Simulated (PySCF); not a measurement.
Al(H)(Et)(vinyl) (C₄H₉Al), SMILES [CH2]([AlH][CH]=C)C.

Coordinates come from a B3LYP-D3(BJ)/def2-SVP optimisation. The structure was generated by enumeration; whether it is a known compound was not checked. The values are those of a single conformer.

All values below come from PBE0/def2-TZVP (PySCF).

Computed frontier levels, gap, dipole moment and polarisability:
```yaml
highest_occupied_level: -7.37 eV
lowest_empty_level: -1.43 eV
orbital_gap: 5.93 eV
dipole_moment: 0.74 D
quadrupole, principal values (traceless, Buckingham form, about the centre of nuclear charge): -3.67, 1.27, 2.40 D·Å
mean_static_polarisability: 75.1 bohr³ (11.13 Å³)
polarisability_principal_values: 58.8, 80.4, 86.1 bohr³
```
